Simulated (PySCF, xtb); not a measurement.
Al(Cl)2(NH3) (AlCl2H3N), SMILES [NH3]->[Al+]([Cl])[Cl] (connectivity only; charge and spin as stated), charge +1, multiplicity 1.

GFN2-xTB (xtb) at its own geometry gives an orbital gap of 4.61 eV.

Coordinates come from a ωB97X-D3(BJ)/def2-SVP optimisation. The multiplicity is an assumed one; other spin states were not compared. The isomer is the one that the SMILES or the coordinates give; other isomers of the formula were not compared.

Task: What does B3LYP/def2-TZVPD run with PySCF give? (The exact figures need the calculation; the answer reports its results.)

Result: gap 7.33 eV (levels -13.94 and -6.62 eV).
